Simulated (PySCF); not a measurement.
Isomers of C10H10O. Method: PBE0-D3(BJ)/def2-SVP geometry optimisation, gas phase (PySCF 2.14.0). Energies are electronic, without zero-point or thermal terms, for one conformer each. No frequencies were run at this level. Point groups hold within 0.08 Å.

Question: Rank from lowest to highest electronic energy at this level (kcal/mol).
A. 2-methyl-1-indanone, `C[C@H]1Cc2ccccc2C1=O`
B. `[CH3:1][C:2](=[O:3])/[CH:4]=[CH:5]/[c:6]1[cH:7][cH:8][cH:9][cH:10][cH:11]1` with C1–C2–C4–C5 180°, C4–C5–C6–C7 178°

Answer: A (0.0), B (22.7).

As drawn, the higher has a C=C bond outside aromatic rings, which the lower lacks.

| SMILES | E (Eh) | E rel (kcal/mol) | dipole (D) | point group | A, B, C (MHz) |
| --- | --- | --- | --- | --- | --- |
| C[C@H]1Cc2ccccc2C1=O | -461.47680 | 0.0 | 3.24 | C1 | 2338, 895.8, 667.0 |
| CC(=O)/C=C/c1ccccc1 | -461.44055 | 22.7 | 3.20 | near Cs | 3562, 477.1, 421.9 |
